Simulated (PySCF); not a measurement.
Electron correlation in Rb⁺ (rubidium, charge +1)

[Kr], closed-shell 1S. Calculation: PySCF 2.14, in def2-SVP with the def2 core potential (28 electrons); scalar relativity through the core potential. Frozen: 4s2; 6 electrons correlated.

Total MP2 correlation energy: -37.03 mhartree.

Same-spin part -10.47 and opposite-spin part -26.56 mhartree; SCS-MP2 scales them by 1/3 and 6/5 to -35.36 mhartree.

```json
{"level": "CCSD", "correlation energy (mhartree)": "-41.74"}
{"level": "(T)", "correlation energy (mhartree)": "-0.55"}
{"level": "CCSD(T)", "correlation energy (mhartree)": "-42.29"}
```

Diagnostics: T1 = 0.0067, D1 = 0.0095, largest double amplitude 0.026.

Cost of the coupled-cluster step: 0.05 s of wall time on 1 thread of Neoverse-V2 (shared host), for 6 correlated electrons.
